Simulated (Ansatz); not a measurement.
The cluster SiPt₃. Total charge 0; singlet. Geometry PBE0-D4/def2-SVP; atoms count from 1.

```tsv
atom	x (Å)	y (Å)	z (Å)
Pt1	-0.7891	0.4841	0.8636
Pt2	-1.5648	-0.8260	-1.2434
Pt3	0.9490	-0.4003	-0.7362
Si4	1.4048	0.7421	1.1160
```

In the def2 sets Pt takes a core potential; there is no spin–orbit coupling. The restricted singlet is unstable towards broken spin symmetry in Hartree–Fock (as tested in another run); at PBE0-D4/def2-TZVP this wasn't settled. No other spin state of charge 0 was run. Another isomer (singlet) lies 0.91 eV lower at PBE0-D4/def2-TZVP; other spin states weren't run for this one.

Question: Estimate the Mulliken populations from the PBE0/def2-TZVP orbitals of Ansatz.

Answer: 
| atom | charge (e) | d electrons |
| --- | --- | --- |
| Pt1 | 0.10 | 8.94 |
| Pt2 | -0.17 | 9.45 |
| Pt3 | 0.10 | 8.94 |
| Si4 | -0.02 | – |
Mulliken values and Mayer orders depend strongly on the basis.

Question: And the Mayer bond orders between bonded heavy atoms (over 0.3)?

Answer: Pt1–Pt2 0.64 (2.60 Å); Pt1–Pt3 0.76 (2.52 Å); Pt1–Si4 1.32 (2.22 Å); Pt2–Pt3 0.64 (2.60 Å); Pt3–Si4 1.32 (2.22 Å). Values over 0.3 also appear between atoms too far apart for a bond (Pt2–Si4 0.37 at 4.10 Å); they arise where an orbital or an unpaired electron spreads over both atoms.
